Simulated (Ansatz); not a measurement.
Species: AlF2, SMILES `[F][Al][F]` (charge 0, multiplicity 2).

**Question.** Give a relaxed geometry from CAM-B3LYP-D3(BJ)/def2-TZVP (Ansatz, a first-principles code).

**Answer.** the end point of this relaxation (outside a Z-matrix the atoms follow the SMILES, hydrogens last).
Z-matrix (Å, degrees):
```
Al
F 1 1.6453
F 1 1.6453 2 119.41
```
